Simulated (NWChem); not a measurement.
Species: CH$_{3}$Si cation, singlet

```xyz
5

C      0.0000     0.0000     1.0733
Si     0.0000     0.0000    -0.7501
H     -0.5142    -0.9068     1.4822
H     -0.5282     0.8987     1.4822
H      1.0424     0.0081     1.4822
```
Atoms are numbered in this order, from 1.

Computed with NWChem. Low-valent species are run as closed-shell singlets; no triplet was tried in these runs. All runs use the structure optimised with PBE-D3(BJ)/def2-SVP. Vertical excitations in the gas phase; the lowest state need not have the same character in each row.

For level CAM-B3LYP/def2-SVPD, full TDDFT:

```yaml
lowest state with f > 0.02, singlet (eV): 3.59
oscillator_strength_of_that_bright_state: 0.023
orbital gap (eV): 7.57
```

Question: How do the values read with level PBE/def2-SVPD, full TDDFT instead?

Answer: The lowest state with f > 0.02, singlet (eV) is 7.05, the oscillator strength of that bright state comes out as 0.088 and the orbital gap (eV) is 3.02.
